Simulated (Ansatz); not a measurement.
Relaxation of AlCl₂H₆NSi (11 atoms, charge 0, multiplicity 1), to a largest force component of 0.03 eV/Å in at most 50 steps.

The calculation used RKS PBE0-D4/def2-SVP in Ansatz.

```xyz
11
Properties=species:S:1:pos:R:3:forces:R:3
Al -0.948 -1.208 -0.780 -0.37 0.58 -0.40
Si 0.780 -1.105 0.805 0.58 -0.20 0.56
Cl -0.556 -1.469 -2.832 -0.01 0.00 -0.03
Cl -2.975 -1.242 -0.212 -0.03 0.00 0.00
H 0.610 1.600 0.492 -0.02 0.25 -0.05
N -0.082 1.820 -0.224 -0.19 -0.62 -0.09
H 1.993 -0.449 0.217 0.00 0.00 -0.01
H 0.348 -0.277 1.977 0.00 0.00 0.02
H 1.212 -2.436 1.339 0.01 -0.01 0.01
H 0.391 2.323 -0.972 0.01 0.01 0.00
H -0.772 2.442 0.191 0.01 -0.01 -0.01
```

Task: Where does it end, and by what steps?

Result: The forces met the threshold. After 9 steps the energy has fallen by 1.217 eV; H11 moved furthest, 1.07 Å. Joined: Al1–N6.

```json
{"step": "0", "energy less start (eV)": "0.0000", "largest force component (eV/Å)": "0.619", "accepted": "yes"}
{"step": "1", "energy less start (eV)": "-0.2403", "largest force component (eV/Å)": "0.527", "accepted": "yes"}
{"step": "2", "energy less start (eV)": "-0.5119", "largest force component (eV/Å)": "0.905", "accepted": "yes"}
{"step": "3", "energy less start (eV)": "-0.8520", "largest force component (eV/Å)": "0.794", "accepted": "yes"}
{"step": "4", "energy less start (eV)": "-0.9607", "largest force component (eV/Å)": "1.958", "accepted": "yes"}
{"step": "5", "energy less start (eV)": "-1.1047", "largest force component (eV/Å)": "0.723", "accepted": "yes"}
{"step": "6", "energy less start (eV)": "-1.1834", "largest force component (eV/Å)": "0.154", "accepted": "yes"}
{"step": "7", "energy less start (eV)": "-1.2037", "largest force component (eV/Å)": "0.179", "accepted": "yes"}
{"step": "8", "energy less start (eV)": "-1.2081", "largest force component (eV/Å)": "0.288", "accepted": "yes"}
{"step": "9", "energy less start (eV)": "-1.2168", "largest force component (eV/Å)": "0.028", "accepted": "yes"}
```

```xyz
11
Properties=species:S:1:pos:R:3
Al -0.630 -0.449 -0.525
Si 1.053 -1.279 1.031
Cl -0.296 -0.775 -2.614
Cl -2.679 -0.573 0.081
H 0.030 1.971 0.284
N -0.456 1.584 -0.528
H 2.445 -0.904 0.605
H 0.869 -0.690 2.403
H 1.023 -2.768 1.184
H 0.035 1.892 -1.371
H -1.395 1.990 -0.550
```

The run took 43 s on 2 threads of Arm Neoverse V1, with other jobs on the host, peak memory 0.28 GiB.
